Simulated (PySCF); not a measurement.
A structure optimised at PBE-D3(BJ)/def2-SVP, used in a PySCF frequency run:

```
Mo
N 1 1.7152
H 2 1.0255 1 161.87
F 1 1.8733 2 101.31 3 92.31
O 1 1.8849 2 108.79 3 -171.58
H 5 0.9763 1 122.11 2 6.51
F 1 1.9068 2 98.01 3 -80.70
O 1 1.9100 2 114.53 3 3.72
H 8 0.9778 1 115.58 2 -88.67
```

### Question
Write its SMILES and formula.

### Answer
[NH]=[Mo]([OH])([OH])([F])[F], F₂H₃MoNO₂

### Question
What are its rotational constants (standard atomic weights)?

### Answer
2.8185, 2.5254, 2.0705 GHz
